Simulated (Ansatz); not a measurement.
Reaction (cleavage of the B–Si bond): `B[Si](Cl)(Cl)Cl` + `[OH][Al]([OH])[F]` → `B[O][Al]([OH])[F]` + trichlorosilane

Isolated molecules relaxed with PBE0-D4/def2-TZVP in Ansatz; ΔE leaves out vibrations. CBS: MP2 limit from def2 TZ/QZ plus the TZ coupled-cluster correction, frozen cores. This one scheme is used for every species. DFT in def2-TZVPP. One conformer a species, not always the lowest.

`B[Si](Cl)(Cl)Cl`:

```xyz
7

B     0.488    1.113    0.395
Si   -0.335   -0.593   -0.239
Cl   -1.999   -1.150    0.803
Cl    1.140   -1.981    0.078
Cl   -0.823   -0.593   -2.221
H     0.395    1.428    1.541
H     1.133    1.777   -0.357
```

`[OH][Al]([OH])[F]`:

Z-matrix (Å, degrees):
```
Al
O 1 1.680
F 1 1.647 2 120.7
O 1 1.680 2 118.5 3 180.0
H 2 0.955 1 122.9 3 0.0
H 4 0.955 1 122.9 2 -180.0
```

`B[O][Al]([OH])[F]`:

```xyz
8

B    -0.434    1.386   -1.304
O    -0.278    0.409   -0.407
Al   -0.065   -0.789    0.728
O     1.490   -1.223    1.183
F    -1.386   -1.517    1.372
H    -0.522    2.526   -0.927
H    -0.485    1.111   -2.474
H     1.680   -1.903    1.828
```

`Cl[SiH](Cl)Cl`:

Cartesian coordinates in Å:
```
Cl 0.882 1.283 1.248
Si 0.070 -0.087 -0.011
Cl -1.703 -0.729 0.740
Cl -0.232 0.761 -1.830
H 0.984 -1.228 -0.148
```

```tsv
level	ΔE (eV)
BLYP-D4	-1.59
LC-ωPBE	-1.61
RPA@PBE/def2-TZVPP	-1.62
MP2/def2-SVP	-1.92
HF/def2-TZVPP	-1.81
MP2/def2-TZVPP	-1.65
CCSD(T)/def2-TZVPP	-1.62
HF/CBS(def2)	-1.84
```

(1) What does CCSD(T)/CBS give? (Best estimate.)

Largest T1 diagnostic among the species: 0.013.

Answers

(1) Ansatz gave: -1.61 eV. The listed levels differ from it by 0.02, 0.00, -0.01, -0.31, -0.20, -0.04, -0.01, -0.23 eV.

Leaving LDA and LC-ωPBE aside and taking each functional with its dispersion term where it has one, the values, not all of them listed here, spread over 0.26 eV, from CAM-B3LYP-D4 to revPBE-D4. LDA lies −0.08 eV from PBE without D4. The D4 term adds +0.05 eV with B3LYP and +0.03 eV with PBE0; it sums over pairs of atoms, weighted by their polarisabilities, and B3LYP, whose exchange is more repulsive, gets the larger term. From PBE to PBE0 (25 % exact exchange), in def2-TZVPP and without D4, ΔE moves by −0.05 eV.

B3LYP here is the variant with VWN-RPA as its local correlation; programs differ in this.
